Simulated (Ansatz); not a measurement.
Al₄P₄H₁₄, a cluster cut from wurtzite AlP (hydrogen-capped). Total charge 0; triplet. Geometry r2SCAN-D4/def2-SVP, that of the neutral singlet; atoms count from 1.

```xyz
22

Al   -0.695    2.060    1.630
P     1.340    0.640    1.895
Al   -2.415   -1.247    0.010
P    -1.598    0.990   -0.327
P    -0.219   -2.364    0.408
Al    1.856   -1.152    0.380
Al   -0.335    1.327   -2.348
P     1.677   -0.015   -1.729
H    -1.548    1.744    2.938
H    -0.105    3.504    1.309
H     1.402    0.073    3.196
H     2.514    1.438    1.962
H    -3.174   -1.408    1.402
H    -2.935   -1.910   -1.341
H    -2.791    1.730   -0.572
H    -0.227   -3.084    1.632
H    -0.035   -3.461   -0.475
H     3.184   -1.976    0.652
H     0.227    2.813   -2.467
H    -0.951    0.532   -3.583
H     2.863    0.757   -1.851
H     1.963   -0.991   -2.719
```

At PBE0-D4/def2-TZVP a singlet of charge 0 lies 5.11 eV below the triplet at the same geometry.

Estimate the Mulliken populations from the PBE0/def2-TZVP orbitals of Ansatz.


```tsv
atom	charge (e)	spin (α − β)
Al1	0.25	0.15
P2	-0.30	0.59
Al3	0.23	0.06
P4	-0.27	0.22
P5	-0.25	0.07
Al6	0.27	0.16
Al7	0.23	0.06
P8	-0.25	0.07
H9	-0.06	0.11
H10	-0.06	0.11
H11	0.07	0.09
H12	0.07	0.09
H13	-0.10	0.00
H14	-0.08	0.06
H15	0.11	-0.01
H16	0.12	-0.01
H17	0.07	0.07
H18	-0.08	0.02
H19	-0.10	0.00
H20	-0.08	0.06
H21	0.12	-0.01
H22	0.07	0.07
```
Mulliken values and Mayer orders depend strongly on the basis.

Where does the spin sit?

Summed by element: Al 0.43, P 0.94, H 0.63, of 2 unpaired in all. Largest on single atoms: P2 0.59, P4 0.22, Al6 0.16.

And the Mayer bond orders between bonded heavy atoms (over 0.3)?

Al1–P2 0.76 (2.50 Å); Al1–P4 0.72 (2.41 Å); P2–Al6 0.78 (2.40 Å); Al3–P4 0.74 (2.41 Å); Al3–P5 0.66 (2.50 Å); P4–Al7 0.74 (2.41 Å); P5–Al6 0.80 (2.40 Å); Al6–P8 0.80 (2.40 Å); Al7–P8 0.66 (2.50 Å).
